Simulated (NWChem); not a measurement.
System: C3H5 cation

NWChem input:

```
start job
memory heap 200 mb stack 900 mb global 1100 mb
charge 1
geometry units angstroms noautosym nocenter noautoz
  C     -1.191619     0.000000     0.207259
  C      0.000000     0.000000    -0.498564
  C      1.191619     0.000000     0.207259
  H     -2.154686     0.000000    -0.300896
  H     -1.206228     0.000000     1.296434
  H      0.000000     0.000000    -1.585153
  H      2.154686     0.000000    -0.300896
  H      1.206228     0.000000     1.296434
end
basis spherical
  C library def2-svp
  H library def2-svp
end
dft
  xc pbe0
  iterations 150
end
cosmo
  dielec 7.6
end
task dft energy
```

All runs use the structure optimised with B3LYP/6-31G* (spherical d).

Level: PBE0/def2-SVP with COSMO at NWChem's default radii, gas-phase geometry; the question gives the dielectric constant. Reactions with the solvent are ignored.

What results follow from this input? (PBE0/def2-SVP, COSMO on the gas-phase geometry.) Quantities: electrostatic solvation energy (kcal/mol).


| Item | Result |
|---|---|
| electrostatic solvation energy (kcal/mol) | -55.9 |
